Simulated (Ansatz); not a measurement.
System: H5SiPO, charge 0, singlet. H5SiPO (hydroxysilylphosphane, SMILES O[SiH2]P).
B3LYP-D3(BJ)/def2-TZVP minimum from Ansatz (a first-principles code):
```
Si
O 1 1.6533
H 2 0.9604 1 118.24
H 1 1.4763 2 105.17 3 175.32
H 1 1.4845 4 109.98 2 -120.03
P 1 2.2619 4 108.49 5 -115.36
H 6 1.4189 1 94.51 4 -77.00
H 6 1.4204 7 94.20 1 94.49
```

Atomisation energy term by term, kcal/mol (programs: Ansatz). UHF or UKS for unpaired electrons; spin-orbit terms are left out. Cores are frozen in correlated methods. Rows without X2C or -DK are non-relativistic. CBS(X,Y): correlation extrapolated as X^-3, Hartree-Fock from the larger set. A bracket is a step between two methods taken in the basis named. 'core' is core correlation in cc-pwCVTZ (1s frozen past Ne), 'X2C' scalar relativity in cc-pVTZ-DK, both at CCSD(T). For partners of very few electrons the exact lower level stands in for a higher one.

```csv
term,basis,kcal/mol
Hartree-Fock,cc-pV(Q+d)Z,425.20
CCSD correlation,"CBS(cc-pV(T+d)Z,cc-pV(Q+d)Z)",164.02
(T),"CBS(cc-pV(T+d)Z,cc-pV(Q+d)Z)",8.59
CCSDT(Q) - CCSD(T),cc-pV(D+d)Z,0.69
core correlation,cc-pwCVTZ,0.62
scalar relativity,"X2C, cc-pVTZ-DK",-1.44
sum: De,,597.7
```
